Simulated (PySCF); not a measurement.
**From a computed spectrum to the compound**

A species of 13 atoms with charge -1 has these harmonic modes (PBE0, small Gaussian bases with core potentials, PySCF 2.14.0):

```json
{"cm⁻¹": "79", "km/mol": "3.4", "symmetry": ""}
{"cm⁻¹": "81", "km/mol": "0.2", "symmetry": ""}
{"cm⁻¹": "82", "km/mol": "3.0", "symmetry": ""}
{"cm⁻¹": "90", "km/mol": "0.0", "symmetry": ""}
{"cm⁻¹": "110", "km/mol": "2.6", "symmetry": ""}
{"cm⁻¹": "153", "km/mol": "8.8", "symmetry": ""}
{"cm⁻¹": "162", "km/mol": "7.3", "symmetry": ""}
{"cm⁻¹": "245", "km/mol": "0.1", "symmetry": ""}
{"cm⁻¹": "260", "km/mol": "3.8", "symmetry": ""}
{"cm⁻¹": "291", "km/mol": "15.5", "symmetry": ""}
{"cm⁻¹": "293", "km/mol": "21.4", "symmetry": ""}
{"cm⁻¹": "303", "km/mol": "0.2", "symmetry": ""}
{"cm⁻¹": "323", "km/mol": "166.7", "symmetry": ""}
{"cm⁻¹": "324", "km/mol": "174.2", "symmetry": ""}
{"cm⁻¹": "329", "km/mol": "62.0", "symmetry": ""}
{"cm⁻¹": "350", "km/mol": "29.9", "symmetry": ""}
{"cm⁻¹": "353", "km/mol": "47.9", "symmetry": ""}
{"cm⁻¹": "444", "km/mol": "220.9", "symmetry": ""}
{"cm⁻¹": "447", "km/mol": "227.8", "symmetry": ""}
{"cm⁻¹": "448", "km/mol": "227.6", "symmetry": ""}
{"cm⁻¹": "469", "km/mol": "0.0", "symmetry": ""}
{"cm⁻¹": "1506", "km/mol": "5.4", "symmetry": ""}
{"cm⁻¹": "1506", "km/mol": "14.1", "symmetry": ""}
{"cm⁻¹": "1506", "km/mol": "5.4", "symmetry": ""}
{"cm⁻¹": "1507", "km/mol": "0.6", "symmetry": ""}
{"cm⁻¹": "3503", "km/mol": "9.1", "symmetry": ""}
{"cm⁻¹": "3504", "km/mol": "15.9", "symmetry": ""}
{"cm⁻¹": "3506", "km/mol": "9.3", "symmetry": ""}
{"cm⁻¹": "3507", "km/mol": "7.4", "symmetry": ""}
{"cm⁻¹": "3596", "km/mol": "6.9", "symmetry": ""}
{"cm⁻¹": "3596", "km/mol": "2.1", "symmetry": ""}
{"cm⁻¹": "3598", "km/mol": "6.7", "symmetry": ""}
{"cm⁻¹": "3598", "km/mol": "2.3", "symmetry": ""}
```

(1) Which species is it, and in which structure?

## Answers

(1) [Nd(NH2)4]− (singlet in the valence; each metal's 4f electrons, 3 of them, lie in its core potential, out of spins and levels):
```xyz
13

Nd    0.0000    0.0000    0.0000
N     1.3946    1.2553    1.3645
H     1.3674    1.4442    2.3670
H     2.2620    1.6825    1.0320
N    -1.3947   -1.3645    1.2552
H    -2.2612   -1.0319    1.6831
H    -1.3675   -2.3670    1.4443
N     1.3946   -1.2553   -1.3645
H     2.2620   -1.6825   -1.0320
H     1.3674   -1.4442   -2.3670
N    -1.3947    1.3645   -1.2552
H    -1.3675    2.3670   -1.4443
H    -2.2612    1.0319   -1.6831
```
Ideal gas at 298.15 K and 1 bar: S = 469.4 J/(mol K), Cp = 183.3 J/(mol K), H − H(0 K) = 36.8 kJ/mol (rigid rotor, harmonic modes, spin degeneracy alone, that of the 4f electrons in the core included). An lcecp potential fixes the number of 4f electrons, so in runs with it no electron can move into or out of that shell.
 Other answers can fit too; this one was computed.
